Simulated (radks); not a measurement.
Charge is removed step by step from the 2s down level of Zn3+, starting from [He] 2s(up 1, down 1) 2p6 3s2 3p6 3d9. Calculated with a radial shooting solver on a logarithmic mesh with Libxc functionals: scalar-relativistic Kohn-Sham, PBE, spin-polarised, spherical densities, point nucleus; open shells are filled with parallel spins first.

removed (e)  E - E(0) (eV)  eigenvalue (eV)  E minus straight line (eV)
0                    0.000          -1200.5                       0.000
0.1                 120.29          -1206.0                      -2.496
0.2                 241.13          -1211.5                      -4.444
0.3                 362.51          -1217.0                      -5.842
0.4                 484.45          -1222.6                      -6.686
0.5                 606.95          -1228.1                      -6.974
0.6                 730.01          -1233.7                      -6.705
0.7                 853.62          -1239.3                      -5.874
0.8                 977.80          -1245.0                      -4.482
0.9                 1102.5          -1250.6                      -2.524
1                   1227.9          -1256.3                       0.000

Removing the whole electron costs 1227.9 eV by Delta-SCF, against 1200.5 eV from minus the eigenvalue at the starting occupation. Slater's transition state (half an electron removed) gives 1228.1 eV. Integrating minus the eigenvalue over the occupation (Janak's theorem) gives 1228.2 eV. In this scalar-relativistic scheme the density is built from large components alone, so the theorem holds only approximately. The mean slope of the eigenvalue, de/dn, is 55.7 eV per electron.
